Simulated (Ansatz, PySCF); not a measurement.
Al(All)(H)(OMe) (C4H9AlO), SMILES C=C[CH2][AlH][O]C. Atoms are numbered in the order given.

```xyz
15

Al    -0.0512    -0.2757     0.6638
C      1.5892    -0.9070    -0.2144
C      1.6736     0.2627    -1.1442
C      2.1294     1.4924    -0.8342
H      1.5105    -1.8674    -0.7408
H      2.4233    -0.9346     0.5042
H      1.2236     0.1197    -2.1357
H      2.5871     1.7080     0.1374
H      2.0837     2.3124    -1.5547
H     -0.0102     0.6405     1.9517
O     -1.5348    -0.6335    -0.0919
C     -2.8796    -0.2718     0.0065
H     -3.5159    -1.1683     0.1227
H     -3.0845     0.3972     0.8654
H     -3.2122     0.2506    -0.9095
```
Charge 0, spin multiplicity 1.

Geometry optimised at B3LYP-D3(BJ)/def2-SVP. The structure was generated by enumeration; whether it is a known compound was not checked. Other conformers were not sampled.

Two levels are set side by side: PBE-D3(BJ)/def2-SVP (Ansatz, a quantum-chemistry and plane-wave program) and B3LYP-D3(BJ)/def2-SVP (Ansatz). Each level has its own optimised geometry; the coordinates shown are those of the second. Frequencies come from the Hessian of PySCF at each geometry. Differences are taken from unrounded values.

| quantity | B3LYP-D3(BJ) |
|---|---|
| mean bond length (Å) | 1.307 |
| bond Al1–C2 (Å) | 1.965 |
| bond Al1–O11 (Å) | 1.703 |
| bond C2–C3 (Å) | 1.497 |
| bond C3–C4 (Å) | 1.348 |
| bond O11–C12 (Å) | 1.396 |
| bond Al1–H10 (Å) | 1.581 |
| bond C2–H5 (Å) | 1.098 |
| bond C2–H6 (Å) | 1.101 |
| bond C3–H7 (Å) | 1.098 |
| bond C4–H8 (Å) | 1.095 |
| bond C4–H9 (Å) | 1.092 |
| bond C12–H13 (Å) | 1.105 |
| bond C12–H14 (Å) | 1.108 |
| bond C12–H15 (Å) | 1.106 |
| highest harmonic wavenumber (cm⁻¹) | 3233 |
| mean harmonic wavenumber (cm⁻¹) | 1328 |
| zero-point energy (kcal/mol) | 74.07 |

Problem. What does PBE-D3(BJ) give, and how far is it from B3LYP-D3(BJ)? (An estimate is asked for; the answer gives what the named calculation found.)

Solution. 
```json
[
 {"quantity": "mean bond length (Å)", "PBE-D3(BJ)": "1.316", "PBE-D3(BJ) minus B3LYP-D3(BJ)": "0.009"},
 {"quantity": "bond Al1–C2 (Å)", "PBE-D3(BJ)": "1.991", "PBE-D3(BJ) minus B3LYP-D3(BJ)": "0.026"},
 {"quantity": "bond Al1–O11 (Å)", "PBE-D3(BJ)": "1.722", "PBE-D3(BJ) minus B3LYP-D3(BJ)": "0.019"},
 {"quantity": "bond C2–C3 (Å)", "PBE-D3(BJ)": "1.482", "PBE-D3(BJ) minus B3LYP-D3(BJ)": "-0.015"},
 {"quantity": "bond C3–C4 (Å)", "PBE-D3(BJ)": "1.369", "PBE-D3(BJ) minus B3LYP-D3(BJ)": "0.022"},
 {"quantity": "bond O11–C12 (Å)", "PBE-D3(BJ)": "1.400", "PBE-D3(BJ) minus B3LYP-D3(BJ)": "0.004"},
 {"quantity": "bond Al1–H10 (Å)", "PBE-D3(BJ)": "1.592", "PBE-D3(BJ) minus B3LYP-D3(BJ)": "0.011"},
 {"quantity": "bond C2–H5 (Å)", "PBE-D3(BJ)": "1.102", "PBE-D3(BJ) minus B3LYP-D3(BJ)": "0.004"},
 {"quantity": "bond C2–H6 (Å)", "PBE-D3(BJ)": "1.107", "PBE-D3(BJ) minus B3LYP-D3(BJ)": "0.006"},
 {"quantity": "bond C3–H7 (Å)", "PBE-D3(BJ)": "1.106", "PBE-D3(BJ) minus B3LYP-D3(BJ)": "0.008"},
 {"quantity": "bond C4–H8 (Å)", "PBE-D3(BJ)": "1.103", "PBE-D3(BJ) minus B3LYP-D3(BJ)": "0.008"},
 {"quantity": "bond C4–H9 (Å)", "PBE-D3(BJ)": "1.100", "PBE-D3(BJ) minus B3LYP-D3(BJ)": "0.007"},
 {"quantity": "bond C12–H13 (Å)", "PBE-D3(BJ)": "1.114", "PBE-D3(BJ) minus B3LYP-D3(BJ)": "0.009"},
 {"quantity": "bond C12–H14 (Å)", "PBE-D3(BJ)": "1.117", "PBE-D3(BJ) minus B3LYP-D3(BJ)": "0.009"},
 {"quantity": "bond C12–H15 (Å)", "PBE-D3(BJ)": "1.115", "PBE-D3(BJ) minus B3LYP-D3(BJ)": "0.009"},
 {"quantity": "highest harmonic wavenumber (cm⁻¹)", "PBE-D3(BJ)": "3180", "PBE-D3(BJ) minus B3LYP-D3(BJ)": "-52"},
 {"quantity": "mean harmonic wavenumber (cm⁻¹)", "PBE-D3(BJ)": "1294", "PBE-D3(BJ) minus B3LYP-D3(BJ)": "-34"},
 {"quantity": "zero-point energy (kcal/mol)", "PBE-D3(BJ)": "72.16", "PBE-D3(BJ) minus B3LYP-D3(BJ)": "-1.91"}
]
```

Exact exchange shortens and stiffens bonds; PBE has none. Differences between two approximate levels are no errors against the true value.
